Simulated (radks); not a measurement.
Species: Ir4+. Configuration: [Xe] 4f14 5d5.

Calculated with a radial shooting solver on a logarithmic mesh with Libxc functionals: Dirac Kohn-Sham, LDA (Slater exchange, Perdew-Wang correlation), spin-unpolarised, spherical densities, point nucleus; open shells fill j = l - 1/2 first.

Energy parts (hartree):
| part | energy |
|---|---|
| total | -17844.2710 |
| kinetic | 20337.2295 |
| electron-nucleus | -44676.2993 |
| Hartree | 6832.0209 |
| exchange-correlation | -337.2221 |

Orbitals (lengths in bohr, moments of r in powers of bohr; <r^-3> diverges for s and p1/2):
| orbital | occ. | eigenvalue (hartree) | <r^-3> | <1/r> | <r^2> | <r^4> | small-component weight |
|---|---|---|---|---|---|---|---|
| 1s1/2 | 2 | -2793.176 | - | 92.19 | 0.0004198 | 4.818e-07 | 8.50e-02 |
| 2s1/2 | 2 | -489.7307 | - | 22.56 | 0.006365 | 0.00007093 | 1.94e-02 |
| 2p1/2 | 2 | -469.3008 | - | 22.52 | 0.004520 | 0.00004237 | 1.95e-02 |
| 2p3/2 | 4 | -409.5446 | 18740 | 18.58 | 0.005712 | 0.00006398 | 1.74e-02 |
| 3s1/2 | 2 | -115.8406 | - | 8.279 | 0.04144 | 0.002598 | 6.43e-03 |
| 3p1/2 | 2 | -106.6767 | - | 8.195 | 0.03787 | 0.002275 | 6.38e-03 |
| 3p3/2 | 4 | -93.59521 | 4307 | 7.171 | 0.04436 | 0.003085 | 5.79e-03 |
| 3d3/2 | 4 | -78.25664 | 749.9 | 7.070 | 0.03415 | 0.002063 | 5.68e-03 |
| 3d5/2 | 6 | -75.42771 | 628.4 | 6.833 | 0.03592 | 0.002262 | 5.51e-03 |
| 4s1/2 | 2 | -26.04167 | - | 3.497 | 0.2026 | 0.05953 | 2.16e-03 |
| 4p1/2 | 2 | -22.17748 | - | 3.388 | 0.2075 | 0.06410 | 2.07e-03 |
| 4p3/2 | 4 | -19.07409 | 1023 | 3.029 | 0.2415 | 0.08669 | 1.84e-03 |
| 4d3/2 | 4 | -12.73138 | 158.3 | 2.823 | 0.2581 | 0.1065 | 1.64e-03 |
| 4d5/2 | 6 | -12.15528 | 129.7 | 2.739 | 0.2704 | 0.1169 | 1.58e-03 |
| 5s1/2 | 2 | -5.30539 | - | 1.403 | 1.060 | 1.630 | 5.29e-04 |
| 4f5/2 | 6 | -4.07658 | 25.80 | 2.336 | 0.3441 | 0.2511 | 1.20e-03 |
| 5p1/2 | 2 | -4.07656 | - | 1.280 | 1.248 | 2.323 | 4.52e-04 |
| 4f7/2 | 8 | -3.96157 | 24.55 | 2.303 | 0.3541 | 0.2667 | 1.17e-03 |
| 5p3/2 | 4 | -3.55810 | 168.8 | 1.155 | 1.476 | 3.250 | 3.87e-04 |
| 5d3/2 | 4 | -1.88885 | 16.40 | 0.8842 | 2.459 | 9.732 | 2.34e-04 |
| 5d5/2 | 1 | -1.83040 | 13.25 | 0.8585 | 2.588 | 10.76 | 2.23e-04 |

The highest occupied level is 5d5/2 at -49.808 eV. The density falls to 0.001 e/bohr^3 at r = 3.15 bohr.
